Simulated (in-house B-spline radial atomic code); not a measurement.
The numbers below are computed, except where a source is named.
Zn in an electron gas of r_s = 2.07: phase shifts, screening, friction and resistivity

A nucleus sits in a uniform electron gas with a rigid positive background. The Kohn-Sham equations are solved self-consistently in the spin-unpolarised LDA (PW92), non-relativistic, on B-splines with outgoing waves at the boundary and partial waves to l = 8. The model has no lattice, no bands and no magnetic solution. Atomic units; δ_l are the phase shifts at the Fermi level, counted so that each bound state adds π, and good to about 0.0005.

The density parameter is r_s = 2.07 bohr, near that of the valence electrons of Al (3 per atom, density 2.7 g/cm³, mass 26.98 u, which gives r_s = 2.07).

| l | δ_l (rad) |
| --- | --- |
| 0 | 9.7262 |
| 1 | 6.9417 |
| 2 | 3.2285 |
| 3 | 0.0467 |
| 4 | 0.0089 |
| 5 | 0.0016 |
| 6 | 0.0003 |
| 7 | 0.0000 |
| 8 | 0.0000 |

Bound levels below the band bottom (hartree): p -36.27, s -4.225, p -2.674, d -0.05762, s -0.007325 and deeper ones.

Problem. Check the Friedel sum rule, and say where the screening charge sits.

Solution. k_F = (9π/4)^(1/3)/r_s = 0.92713. The rule is Z = (2/π) Σ (2l + 1) δ_l. The terms are s 6.192, p 13.258, d 10.277, f 0.208 and 0.065 beyond, in all 29.999 against Z = 30. Bound states hold 8 s, 12 p, 10 d electrons, so the scattering states carry 0.00 in all; where a term is smaller than its bound count, the bound level has drawn weight out of the band.

Problem. Find the transport cross section and the electronic stopping of a 1 keV Zn ion (mass 65.38 u).

Solution. σ_tr = (4π/k_F²) Σ (l + 1) sin²(δ_l − δ_(l+1)). The terms for l = 0 to 3 are 0.1222, 0.5853, 0.0048, 0.0057, all together 0.7184, so σ_tr = 14.619 × 0.7184 = 10.502 bohr². With n = 3/(4π r_s³) = 0.02692, the friction coefficient is Q = n k_F σ_tr = 0.2621. For v well below v_F = 0.927, dE/dx = Q v; with 24801 eV per u at v = 1, v = √(1000/(24801 × 65.38)) = 0.0248, so dE/dx = 0.00651 hartree/bohr = 3.35 eV/nm. The largest term couples the p and d waves.

Problem. What residual resistivity would 1 atomic per cent of such centres give in Al?

Solution. Δρ = k_F n_i σ_tr/n in atomic units of 21.74 μΩ·cm. With one host atom per 3 electrons, n_i/n = 0.01/3, so Δρ = 0.9271 × 0.00333 × 10.502 × 21.74 = 0.71 μΩ·cm. This is an atom added to the gas, as on an interstitial site.

Problem. On a substitutional site the background of one host ion, a sphere holding 3 charges, is taken out. The phase shifts for l = 0 to 4 become 9.2296, 6.2397, 2.9624, -0.0350, -0.0088. What follows?

Solution. The Friedel sum is now 27.00, for Z − 3 = 27. The sum in σ_tr is 0.1244, so σ_tr = 1.82 bohr² and Δρ = 0.12 μΩ·cm per atomic per cent, 0.17 times the value above. A real host ion scatters too, so this model doesn't give zero even for the host's own atom.
